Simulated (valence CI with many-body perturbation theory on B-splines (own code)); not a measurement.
Rh³¹⁺: electric-dipole lines

Level of theory: configuration interaction combined with many-body perturbation theory (CI+MBPT): four valence electrons over a frozen Dirac-Fock core [Ne], radial functions for each j: 11 s, 11 p, 9 d, 7 f, 5 g, 2 h, 1 i, with the one-electron correlation potential Σ1, the two-electron term Σ2, the three-electron term Σ3, Breit, model QED; selected CI, second order for the rest (own B-spline code, finite nucleus).

No measured spectrum was set against this ion. As an estimate, large intervals hold to a few tenths of a per cent, small ones and those within an open d or f shell to about a per cent.

Lines 201 to 233 of 233 in falling wavelength, among levels below 2432100 cm⁻¹, chosen from the strongest by gf and those to the six lowest levels. Wavelengths and rates use the calculated energies. Electric multipoles are in the length gauge, E1 and E2 with the static RPA response of the core. Weak lines are less certain than strong ones. Lines between different terms over intervals too small for the method are left out, as are lines whose strength nearly cancels. Where a level lies close to another of its J and parity, the split of strength between their lines is uncertain. The highest levels of a list are the least certain.

Levels are named by their leading jj configuration (3d3/2^4 stands for four electrons in 3d with j = 3/2), which in mixed levels can hold well under half, so a name can repeat and another be missing. Letters in brackets count levels of one name in rising energy.

```
λ vac (nm)                           Upper                       Lower   A (s⁻¹)  log gf  Branch %
     7.385  (3s 3p1/2 3p3/2 3d5/2) J=2 [f]  (3s 3p1/2 3p3/2^2) J=2 [a]  3.41e+10   -0.86      14.9
     7.383  (3s 3p1/2 3p3/2 3d3/2) J=3 [b]      (3s 3p1/2^2 3p3/2) J=2  8.66e+08   -2.31       1.0
     7.346      (3s 3p3/2^2 3d3/2) J=1 [b]  (3s 3p1/2 3p3/2^2) J=2 [a]  3.12e+10   -1.12      14.1
     7.341  (3s 3p1/2 3p3/2 3d3/2) J=1 [c]      (3s 3p1/2^2 3p3/2) J=2  6.59e+08   -2.80       0.3
     7.339  (3s 3p1/2 3p3/2 3d5/2) J=2 [c]      (3s 3p1/2^2 3p3/2) J=1  6.07e+10   -0.61      38.4
     7.311  (3s 3p1/2 3p3/2 3d3/2) J=2 [e]      (3s 3p1/2^2 3p3/2) J=1  5.94e+10   -0.62      25.4
     7.304          (3s^2 3p1/2 3d3/2) J=1          (3s^2 3p1/2^2) J=0  8.80e+10   -0.68      39.8
     7.290                (3s 3p3/2^3) J=1      (3s^2 3p1/2 3p3/2) J=2  1.55e+10   -1.43       8.8
     7.205          (3s^2 3p3/2 3d5/2) J=2      (3s^2 3p1/2 3p3/2) J=2  2.85e+08   -2.96       0.2
     7.117  (3s 3p1/2 3p3/2 3d5/2) J=2 [e]      (3s 3p1/2^2 3p3/2) J=1  7.86e+09   -1.53       4.1
     7.086                (3s 3p3/2^3) J=1      (3s^2 3p1/2 3p3/2) J=1  7.61e+09   -1.77       4.3
     7.079  (3s 3p1/2 3p3/2 3d5/2) J=3 [c]      (3s 3p1/2^2 3p3/2) J=2  4.94e+10   -0.59      34.2
     7.049          (3s^2 3p3/2 3d5/2) J=3      (3s^2 3p1/2 3p3/2) J=2  2.19e+10   -0.94      12.2
     7.006          (3s^2 3p3/2 3d5/2) J=2      (3s^2 3p1/2 3p3/2) J=1  2.43e+09   -2.05       1.3
     6.988  (3s 3p1/2 3p3/2 3d3/2) J=1 [d]      (3s 3p1/2^2 3p3/2) J=2  2.92e+08   -3.19       0.1
     6.941  (3s 3p1/2 3p3/2 3d5/2) J=3 [d]      (3s 3p1/2^2 3p3/2) J=2  1.14e+08   -3.24       0.1
     6.893  (3s 3p1/2 3p3/2 3d5/2) J=1 [b]      (3s 3p1/2^2 3p3/2) J=2  2.45e+09   -2.28       2.9
     6.879      (3s 3p3/2^2 3d3/2) J=1 [b]      (3s 3p1/2^2 3p3/2) J=1  1.78e+10   -1.42       8.0
     6.717          (3s^2 3p3/2 3d5/2) J=1      (3s^2 3p1/2 3p3/2) J=2  3.17e+07   -4.19       0.0
     6.700  (3s 3p1/2 3p3/2 3d5/2) J=2 [c]      (3s 3p1/2^2 3p3/2) J=2  1.14e+09   -2.41       0.7
     6.677  (3s 3p1/2 3p3/2 3d3/2) J=2 [e]      (3s 3p1/2^2 3p3/2) J=2  1.18e+08   -3.40       0.1
     6.660  (3s 3p1/2 3p3/2 3d5/2) J=1 [c]      (3s 3p1/2^2 3p3/2) J=2  1.27e+08   -3.60       0.1
     6.591  (3s 3p1/2 3p3/2 3d5/2) J=3 [e]      (3s 3p1/2^2 3p3/2) J=2  8.49e+09   -1.41       4.8
     6.558  (3s 3p1/2 3p3/2 3d5/2) J=2 [d]      (3s 3p1/2^2 3p3/2) J=2  1.38e+09   -2.35       0.7
     6.543          (3s^2 3p3/2 3d5/2) J=1      (3s^2 3p1/2 3p3/2) J=1  2.12e+09   -2.39       1.0
     6.540      (3s 3p3/2^2 3d3/2) J=1 [a]      (3s 3p1/2^2 3p3/2) J=2  2.28e+08   -3.36       0.1
     6.515  (3s 3p1/2 3p3/2 3d5/2) J=2 [e]      (3s 3p1/2^2 3p3/2) J=2  3.41e+08   -2.96       0.2
     6.470          (3s 3p3/2^2 3d3/2) J=3      (3s 3p1/2^2 3p3/2) J=2  7.44e+08   -2.49       0.4
     6.445          (3s^2 3p3/2 3d3/2) J=1          (3s^2 3p1/2^2) J=0  1.34e+07   -4.60       0.0
     6.343  (3s 3p1/2 3p3/2 3d5/2) J=2 [f]      (3s 3p1/2^2 3p3/2) J=2  7.75e+09   -1.63       3.4
     6.315      (3s 3p3/2^2 3d3/2) J=1 [b]      (3s 3p1/2^2 3p3/2) J=2  3.27e+09   -2.23       1.5
     6.079                (3s 3p3/2^3) J=1          (3s^2 3p1/2^2) J=0  3.16e+08   -3.28       0.2
     5.675          (3s^2 3p3/2 3d5/2) J=1          (3s^2 3p1/2^2) J=0  1.28e+09   -2.73       0.6
```

(1) How does gf follow from A for the line at 7.346 nm?

Answers

(1) gf = 1.4992 × (2J+1)_upper × A / σ², with σ = 1361278 cm⁻¹ and 2J+1 = 3: gf = 0.0757.
